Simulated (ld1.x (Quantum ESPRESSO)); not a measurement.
**PBE PAW dataset for Ti (Z = 22), scalar-relativistic all-electron reference.**

Input for ld1.x (Quantum ESPRESSO) 7.5:

```
&input
   title='Ti', zed=22., rel=1, dft='PBE', iswitch=3,
   config='[Ar] 3d2 4s1.75 4p0.25',
   nld=3, rlderiv=3.30, eminld=-5.0, emaxld=5.0, deld=0.02
 /
 &inputp
   pseudotype=3, lpaw=.true., tm=.true., lloc=-2, rcloc=1.15,
   nlcc=.true., new_core_ps=.true.,
   which_augfun='BESSEL', rmatch_augfun=1.00,
   file_pseudopw='Ti.UPF', file_wfcaegen='ae.wfc', file_wfcncgen='nc.wfc', file_beta='beta', file_chi='chi', file_wfcusgen='us.wfc'
 /
6
4S  1  0   1.75   0.00  2.20  3.05  0.0
4S  1  0   0.00   1.60  2.20  3.05  0.0
3P  2  1   6.00   0.00  1.50  1.95  0.0
4P  3  1   0.25   0.00  1.50  1.95  0.0
3D  3  2   2.00   0.00  1.35  1.45  0.0
3D  3  2   0.00   1.60  1.35  1.45  0.0
 &test
   configts(1)='3p6 3d2 4s1.75 4p0.25'
 /
```

Command:

```bash
ld1.x < Ti.in > Ti.out
```

Output (shortened: banner, matrices, multipoles, cross overlaps and the repeated all-electron block are left out):

```
Program LD1 v.7.5
     --------------------------- All-electron run ----------------------------

     Ti
     scalar relativistic calculation

     atomic number is 22.00
     dft =PBE   lsd =0 sic =0 latt =0  beta=0.20 tr2=1.0E-14
     Exchange-correlation= PBE
                           (   1   4   3   4   0   0   0)
     mesh =1177 r(mesh) = 100.37945 a.u. xmin = -7.00 dx = 0.01250
     1 Ry =  13.60569312 eV, c = 137.03599908

     n l     nl                  e(Ry)          e(Ha)          e(eV)
     1 0     1S 1( 2.00)      -357.8823      -178.9412     -4869.2369
     2 0     2S 1( 2.00)       -39.4890       -19.7445      -537.2750
     2 1     2P 1( 6.00)       -32.6774       -16.3387      -444.5984
     3 0     3S 1( 2.00)        -4.6291        -2.3145       -62.9816
     3 1     3P 1( 6.00)        -2.8818        -1.4409       -39.2090
     3 2     3D 1( 2.00)        -0.3366        -0.1683        -4.5801
     4 0     4S 1( 1.75)        -0.3433        -0.1717        -4.6709
     4 1     4P 1( 0.25)        -0.1200        -0.0600        -1.6333

     final scf error:  4.2E-15 reached in  24 iterations

     Etot =   -1707.075675 Ry,    -853.537838 Ha,  -23225.947778 eV

     Ekin =    1721.445733 Ry,     860.722867 Ha,   23421.462376 eV
     Encl =   -4057.857557 Ry,   -2028.928778 Ha,  -55209.964654 eV
     Eh   =     713.156627 Ry,     356.578314 Ha,    9702.990220 eV
     Exc  =     -83.820479 Ry,     -41.910240 Ha,   -1140.435719 eV

     normalization and overlap integrals

     s(1S/1S) =  1.000000  <r> =   0.0696  <r2> =    0.0065  r(max) =   0.0455
     s(2S/2S) =  1.000000  <r> =   0.3249  <r2> =    0.1249  r(max) =   0.2682
     s(2P/2P) =  1.000000  <r> =   0.2899  <r2> =    0.1037  r(max) =   0.2196
     s(3S/3S) =  1.000000  <r> =   1.0070  <r2> =    1.1699  r(max) =   0.8685
     s(3P/3P) =  1.000000  <r> =   1.0859  <r2> =    1.3903  r(max) =   0.9016
     s(3D/3D) =  1.000000  <r> =   1.6048  <r2> =    3.5049  r(max) =   0.9841
     s(4S/4S) =  1.000000  <r> =   3.4943  <r2> =   14.0844  r(max) =   2.9196
     s(4P/4P) =  1.000000  <r> =   4.8257  <r2> =   27.4927  r(max) =   3.7960

     ------------------------ End of All-electron run ------------------------

     --------------------- Generating PAW atomic setup --------------------

      Generating local potential from pseudized AE potential:
      Matching radius rcloc =   1.1500
      Enforcing V''(0)=0 (lloc=-2)

      Local pseudo, rcloc= 1.143 Estimated cut-off energy=    23.67 Ry

      Computing core charge for nlcc:

       r > 0.54 : true rho core
      Core charge pseudized with two Bessel functions
      Integrated core pseudo-charge :   7.39
      Wfc-us  4S rcutus= 3.031  Estimated cut-off energy=     4.90 Ry
      Wfc-us  4S rcutus= 3.031  Estimated cut-off energy=     9.77 Ry
      Wfc-us  3P rcutus= 1.933  Estimated cut-off energy=    22.83 Ry
      Wfc-us  4P rcutus= 1.933  Estimated cut-off energy=    43.20 Ry
      Wfc-us  3D rcutus= 1.468  Estimated cut-off energy=    52.67 Ry
      Wfc-us  3D rcutus= 1.468  Estimated cut-off energy=    68.64 Ry

     Required augmentation: BESSEL   radius:    1.000000
     Suggested rho cutoff for augmentation:  97.52 Ry

     Estimated PAW energy = -145.915556 Ryd

     ------------------- End of pseudopotential generation -------------------

     Computing logarithmic derivative in   3.28783
     Computing logarithmic derivative in   3.28783
     Computing the partial wave expansion
     R is outside the sphere for l=    0 j= 0.00
     R is outside the sphere for l=    0 j= 0.00
     R is outside the sphere for l=    1 j= 0.00
     R is outside the sphere for l=    1 j= 0.00
     R is outside the sphere for l=    2 j= 0.00
     R is outside the sphere for l=    2 j= 0.00

     ---------------------- Testing the pseudopotential ----------------------

     Ti
     scalar relativistic calculation

     atomic number is 22.00   valence charge is 10.00
     dft = SLA  PW   PBX  PBC   lsd =0 sic =0 latt =0  beta=0.20 tr2=1.0E-14
     mesh =1177 r(mesh) = 100.37945 xmin = -7.00 dx = 0.01250

     n l     nl             e AE (Ry)        e PS (Ry)    De AE-PS (Ry)
     2 1     3P   1( 6.00)       -2.88181       -2.88181       -0.00000
     3 2     3D   1( 2.00)       -0.33663       -0.33663       -0.00000
     1 0     4S   1( 1.75)       -0.34330       -0.34330        0.00000
     3 1     4P   1( 0.25)       -0.12004       -0.12004       -0.00000

     eps = 4.5E-15  iter =  6

     Etot =   -1707.075675 Ry,    -853.537838 Ha,  -23225.947778 eV
     Etotps =  -145.915540 Ry,     -72.957770 Ha,   -1985.282056 eV

     Ekin =     103.361625 Ry,      51.680813 Ha,    1406.306552 eV
     Encl =    -225.611953 Ry,    -112.805977 Ha,   -3069.607003 eV
     Ehrt =      60.155298 Ry,      30.077649 Ha,     818.454528 eV
     Ecxc =     -83.820510 Ry,     -41.910255 Ha,   -1140.436133 eV
     (Ecc =     -21.642189 Ry,     -10.821094 Ha,    -294.456976 eV)

     ---------------------- End of pseudopotential test ----------------------
```

Note: ghost state, extra bound levels that the all-electron valence spectrum of the same l lacks: s at -63.7 eV (p not tested). A true bound ghost makes a file unfit for plane-wave use. Its overlap operator is not positive definite in a basis up to 400 Ry (lowest eigenvalue p -2.94), so the file is unfit for use: the generalised eigenproblem breaks down once the basis is large enough, and its test numbers describe a broken file.

Generation and configuration tests took about 2 s on one core of a shared server CPU.

Transferability test of the new file with ld1.x, input:

```
&input
   title='Ti', zed=22., rel=1, dft='PBE', iswitch=2,
   config='[Ar] 3d2 4s1.75 4p0.25'
 /
 &test
   file_pseudo='Ti.UPF', nconf=8,
   configts(1)='3p6 3d2 4s1.75 4p0.25',
   configts(2)='3p6 3d2 4s2 4p0',
   configts(3)='3p6 3d2 4s1 4p0',
   configts(4)='3p6 3d2 4s0 4p0',
   configts(5)='3p6 3d2 4s1.5 4p0',
   configts(6)='3p6 3d2 4s1 4p1',
   configts(7)='3p5 3d2 4s2 4p0',
   configts(8)='3p6 3d1 4s0 4p0'
 /
```

```bash
ld1.x < Ti.test.in > Ti.test.out
```

Pseudopotential blocks of its output, shortened (energy terms left out; the distinct warnings before each block abridged to one line each):

```
     ---------------------- Testing the pseudopotential ----------------------

     n l     nl             e AE (Ry)        e PS (Ry)    De AE-PS (Ry)
     2 1     3P   1( 6.00)       -2.88181       -2.88181       -0.00000
     3 2     3D   1( 2.00)       -0.33663       -0.33663       -0.00000
     1 0     4S   1( 1.75)       -0.34330       -0.34330        0.00000
     3 1     4P   1( 0.25)       -0.12004       -0.12004       -0.00000

     eps = 4.6E-15  iter =  6

     Etot =   -1707.075675 Ry,    -853.537838 Ha,  -23225.947779 eV
     Etotps =  -145.915540 Ry,     -72.957770 Ha,   -1985.282056 eV

     ---------------------- End of pseudopotential test ----------------------

          ---------------------- Testing the pseudopotential ----------------------

     n l     nl             e AE (Ry)        e PS (Ry)    De AE-PS (Ry)
     2 1     3P   1( 6.00)       -2.85621       -2.85544       -0.00078
     3 2     3D   1( 2.00)       -0.31302       -0.31267       -0.00035
     1 0     4S   1( 2.00)       -0.32830       -0.33027        0.00197
     3 1     4P   1( 0.00)       -0.10777       -0.10664       -0.00112

     eps = 6.0E-15  iter = 25

     Etot =   -1707.131133 Ry,    -853.565567 Ha,  -23226.702321 eV
     Etotps =  -145.971385 Ry,     -72.985692 Ha,   -1986.041862 eV
     dEtot_ae =      -0.055458 Ry
     dEtot_ps =      -0.055845 Ry,   Delta E=       0.000387 Ry

     ---------------------- End of pseudopotential test ----------------------

          ---------------------- Testing the pseudopotential ----------------------

     n l     nl             e AE (Ry)        e PS (Ry)    De AE-PS (Ry)
     2 1     3P   1( 6.00)       -3.39209       -3.38876       -0.00333
     3 2     3D   1( 2.00)       -0.83550       -0.83201       -0.00349
     1 0     4S   1( 1.00)       -0.76075       -0.74953       -0.01123  !
     3 1     4P   1( 0.00)       -0.48549       -0.48577        0.00029

     eps = 3.4E-15  iter = 24

     Etot =   -1706.591160 Ry,    -853.295580 Ha,  -23219.355616 eV
     Etotps =  -145.434050 Ry,     -72.717025 Ha,   -1978.731048 eV
     dEtot_ae =       0.484515 Ry
     dEtot_ps =       0.481490 Ry,   Delta E=       0.003025 Ry

     ---------------------- End of pseudopotential test ----------------------

          Warning: n=2, l=1 expected 0 nodes, found 1
     ---------------------- Testing the pseudopotential ----------------------

     n l     nl             e AE (Ry)        e PS (Ry)    De AE-PS (Ry)
     2 1     3P   1( 6.00)       -4.02515       -4.08260        0.05745  !
     3 2     3D   1( 2.00)       -1.44648       -1.51664        0.07016  !
     1 0     4S   1( 0.00)       -1.24186       -1.28343        0.04156  !
     3 1     4P   1( 0.00)       -0.91224       -0.94620        0.03396  !

     eps = 2.3E-15  iter = 32

     Etot =   -1705.593615 Ry,    -852.796807 Ha,  -23205.783315 eV
     Etotps =  -144.389394 Ry,     -72.194697 Ha,   -1964.517787 eV
     dEtot_ae =       1.482061 Ry
     dEtot_ps =       1.526146 Ry,   Delta E=      -0.044085 Ry

     ---------------------- End of pseudopotential test ----------------------

          ---------------------- Testing the pseudopotential ----------------------

     n l     nl             e AE (Ry)        e PS (Ry)    De AE-PS (Ry)
     2 1     3P   1( 6.00)       -3.11089       -3.11019       -0.00069
     3 2     3D   1( 2.00)       -0.56216       -0.56159       -0.00057
     1 0     4S   1( 1.50)       -0.53778       -0.53608       -0.00170
     3 1     4P   1( 0.00)       -0.28871       -0.28916        0.00045

     eps = 1.2E-15  iter = 27

     Etot =   -1706.915276 Ry,    -853.457638 Ha,  -23223.765429 eV
     Etotps =  -145.755251 Ry,     -72.877626 Ha,   -1983.101223 eV
     dEtot_ae =       0.160400 Ry
     dEtot_ps =       0.160288 Ry,   Delta E=       0.000111 Ry

     ---------------------- End of pseudopotential test ----------------------

          ---------------------- Testing the pseudopotential ----------------------

     n l     nl             e AE (Ry)        e PS (Ry)    De AE-PS (Ry)
     2 1     3P   1( 6.00)       -2.95446       -2.95289       -0.00158
     3 2     3D   1( 2.00)       -0.40319       -0.40147       -0.00172
     1 0     4S   1( 1.00)       -0.38394       -0.37491       -0.00903  !
     3 1     4P   1( 1.00)       -0.15248       -0.15344        0.00096

     eps = 4.8E-15  iter = 26

     Etot =   -1706.905068 Ry,    -853.452534 Ha,  -23223.626540 eV
     Etotps =  -145.748579 Ry,     -72.874289 Ha,   -1983.010433 eV
     dEtot_ae =       0.170608 Ry
     dEtot_ps =       0.166961 Ry,   Delta E=       0.003647 Ry

     ---------------------- End of pseudopotential test ----------------------

          ---------------------- Testing the pseudopotential ----------------------

     n l     nl             e AE (Ry)        e PS (Ry)    De AE-PS (Ry)
     2 1     3P   1( 5.00)       -3.88201       -3.90530        0.02329  !
     3 2     3D   1( 2.00)       -1.23972       -1.25718        0.01746  !
     1 0     4S   1( 2.00)       -0.89058       -0.89312        0.00254
     3 1     4P   1( 0.00)       -0.57505       -0.59131        0.01626  !

     eps = 3.0E-16  iter = 30

     Etot =   -1703.782791 Ry,    -851.891396 Ha,  -23181.145807 eV
     Etotps =  -142.612239 Ry,     -71.306119 Ha,   -1940.338357 eV
     dEtot_ae =       3.292884 Ry
     dEtot_ps =       3.303301 Ry,   Delta E=      -0.010417 Ry

     ---------------------- End of pseudopotential test ----------------------

          ---------------------- Testing the pseudopotential ----------------------

     n l     nl             e AE (Ry)        e PS (Ry)    De AE-PS (Ry)
     2 1     3P   1( 6.00)       -5.21266       -5.39234        0.17968  !
     3 2     3D   1( 1.00)       -2.54976       -2.78860        0.23884  !
     1 0     4S   1( 0.00)       -1.94362       -2.05386        0.11024  !
     3 1     4P   1( 0.00)       -1.53584       -1.60712        0.07128  !

     eps = 1.8E-15  iter = 51

     Etot =   -1703.612957 Ry,    -851.806478 Ha,  -23178.835093 eV
     Etotps =  -142.265850 Ry,     -71.132925 Ha,   -1935.625492 eV
     dEtot_ae =       3.462719 Ry
     dEtot_ps =       3.649690 Ry,   Delta E=      -0.186972 Ry

     ---------------------- End of pseudopotential test ----------------------
```
